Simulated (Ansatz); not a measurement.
Ansatz (a quantum-chemistry and plane-wave program) input:

Ansatz 0.2 input:
```yaml
crystal:
  periodic: [false, false, false]
  atoms:
    - {symbol: B, position_ang: [-0.03037685, 0.10816527, 0.00246159]}
    - {symbol: C, position_ang: [1.48612094, -0.18536284, -0.15715123]}
    - {symbol: C, position_ang: [-1.20875393, -0.90210738, 0.04703132]}
    - {symbol: O, position_ang: [-0.38758064, 1.48349981, 0.12165388]}
    - {symbol: H, position_ang: [1.70908162, -0.49255759, -1.18025768]}
    - {symbol: H, position_ang: [1.81316053, -1.02550992, 0.45184542]}
    - {symbol: H, position_ang: [2.13596878, 0.65790649, 0.06590162]}
    - {symbol: H, position_ang: [-2.19554960, -0.45066316, -0.02894355]}
    - {symbol: H, position_ang: [-1.13180931, -1.66120562, -0.72912972]}
    - {symbol: H, position_ang: [-1.19131353, -1.46998880, 0.97861731]}
    - {symbol: H, position_ang: [-1.31318569, 1.76569606, 0.21171031]}
    - {symbol: H, position_ang: [0.27837840, 2.19131209, 0.11626878]}
basis:
  gaussian:
    orbitals: def2-TZVP
hamiltonian:
  xc: b3lyp
  dispersion: d3bj
total_charge: 1
relax: {f_tol: 0.002, max_steps: 150}
```

### Question
What final total energy does it print?

### Answer
-180.96536 Eh (B3LYP-D3(BJ)/def2-TZVP). The basis has 172 functions. The run takes about 60 core-seconds (a rough figure).

It need not be the lowest isomer of its formula.
